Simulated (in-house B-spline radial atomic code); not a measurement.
# P: [Ne] 3s2 3p3

Computed with a B-spline radial code for spherical atoms: non-relativistic TPSSh, spin-polarised, spherical fractional occupations, point nucleus.

Effective charges: Z_r = [3n² - l(l+1)]/(2<r>) from the radius, Z_e = n√(-2ε) from the energy, and Slater's rules. Values are occupation-weighted means over spin.

| shell | electrons | ε (eV) | <r> (bohr) | Z_r | Z_e | Slater |
| --- | --- | --- | --- | --- | --- | --- |
| 1s | 2 | -2094 | 0.1039 | 14.44 | 12.41 | 14.70 |
| 2s | 2 | -177.25 | 0.5198 | 11.54 | 7.22 | 10.85 |
| 2p | 6 | -126.85 | 0.4853 | 10.30 | 6.11 | 10.85 |
| 3s | 2 | -14.153 | 1.919 | 7.03 | 3.06 | 4.80 |
| 3p | 3 | -6.9105 | 2.306 | 5.42 | 2.14 | 4.80 |

The least bound orbital is 3p up at -6.91 eV, and it is also the most diffuse (<r> = 2.306 bohr).
